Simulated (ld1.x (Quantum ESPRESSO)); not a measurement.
**Transferability test, TM semilocal potential for Pt**

ld1.x (Quantum ESPRESSO) 7.5 input, shortened:

```
&input
   title='Pt', zed=78., rel=1, dft='BP', iswitch=3,
   config='[Xe] 4f14 5d9 6s0 6p0'
 /
 &inputp
   pseudotype=1, tm=.true., lloc=1,
   nlcc=.false.
 /
3
6S  1  0   0.00   0.00  2.20  2.20  0.0
5D  3  2   9.00   0.00  2.20  2.20  0.0
6P  2  1   0.00   0.00  3.35  3.35  0.0
 &test
   configts(1)='5d9 6s0 6p0'
 /
```

Energies are relative to the spin-unpolarised reference configuration 5d9 6s0 6p0; without spin polarisation the order of configurations can differ from experiment. Not all tests gave a result: 2 of 7 tests not solved or not reliable. Left out of the table: 5d9 6s1 6p0 (pseudo-atom not self-consistent, printed error -0.2 meV); 5d9.5 6s0.5 6p0 (pseudo-atom not self-consistent, printed error +3.8 meV). The frozen-core shift is the all-electron ΔE with the core orbitals held at their reference shape minus the fully relaxed ΔE.

```json
{"valence configuration": "5d8 6s0 6p0", "charge": "+2", "ΔE all-electron (eV)": "20.094", "error AE − PS (meV)": "-19", "frozen-core shift (meV)": "+36"}
{"valence configuration": "5d9 6s0 6p1", "charge": "0", "ΔE all-electron (eV)": "-4.248", "error AE − PS (meV)": "-0.2", "frozen-core shift (meV)": "-1.5"}
{"valence configuration": "5d8 6s1 6p0", "charge": "+1", "ΔE all-electron (eV)": "1.937", "error AE − PS (meV)": "-37", "frozen-core shift (meV)": "n/a"}
```

Task: What are ΔE and the potential's error for 5d7 6s0 6p0?

Result: ΔE = 52.427 eV all-electron; the error (AE − PS) is -106 meV.

Task: What are ΔE and the potential's error for 5d10 6s0 6p0?

Result: ΔE = -9.349 eV all-electron; the error (AE − PS) is -5.1 meV.

ld1.x printed “convergence not achieved” for 1 of the counted tests; its residual had stalled under 1e-8, short of the target of 1e-14. A variational frozen-core shift is positive and of second order in the change. This column holds negative values, so the frozen-core run of ld1.x carries numerical noise or an error of first order here, and the column gives no more than the rough size of the effect.
